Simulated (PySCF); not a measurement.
Job for PySCF: R-B3LYP/LANL2DZ on GeH2S (SMILES [SH][GeH]), a point of a torsion scan.

```python
from pyscf import gto, scf, dft, mp
from pyscf.data.elements import chemcore

mol = gto.M(
    atom='''
    S    -1.08194753    0.48416656    0.42662355
    Ge    0.99879917    0.73475137   -0.36902126
    H    -1.41884050   -0.56396550   -0.30905671
    H     1.17346582   -0.87178962   -0.69151855
    ''',
    basis='lanl2dz',
    ecp={'Ge': 'lanl2dz', 'S': 'lanl2dz'},
    charge=0, spin=0, verbose=3, max_memory=1800)
mf = dft.RKS(mol, xc='b3lyp')
mf.conv_tol = 1e-8
mf.max_cycle = 100
mf.kernel()
if not mf.converged:
    mf = mf.newton().run(mf.mo_coeff, mf.mo_occ)
```

It printed:

```
converged SCF energy = -15.0482328250854
```

The run converged.

Cost: around 1.1 core-seconds (rough).
